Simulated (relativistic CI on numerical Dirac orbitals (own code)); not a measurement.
Calculated at this level of theory: Dirac-Coulomb-Breit CI, orbitals from a KLI potential per configuration, a model potential for QED, unscaled Slater integrals (own radial code, finite nucleus).

The strongest absorption lines from the ground level of an ion, among the configurations computed and to levels below about 818 eV (vacuum wavelength in Å, gf): 20.589 (0.21), 20.940 (0.003), 21.244 (0.13), 21.299 (0.01), 21.510 (0.0011), 35.806 (0.00017), 108.65 (1.1), 188.91 (0.12).

Task: Which ion is it?
A. Sm XXXIII
B. Ba XXVII
C. Er XXXIX
D. Sm XXXV

Result: A. Sm XXXIII has 30 electrons and the ground level 4s2 1S_0; the strongest line goes to 4s 4p 1P°_1. The pattern of lines fixes the number of electrons, and along that sequence the line energies rise steadily with the charge (about as its square where n changes within one kind of shell, about linearly where n is kept but much faster in heavy ions where fine structure, which grows about as Z⁴, sets the gap, and irregularly where shells cross), which fixes Z. Configurations outside the model, such as inner-shell arrays, can give stronger lines. At this charge energies of transitions that change n are usually good to better than 1 %, and those within a shell (Δn = 0) to a few per cent.

LS names give the leading component of a level, which can be under half, so a name can repeat, a term be missing and a line seem to break the LS rules.
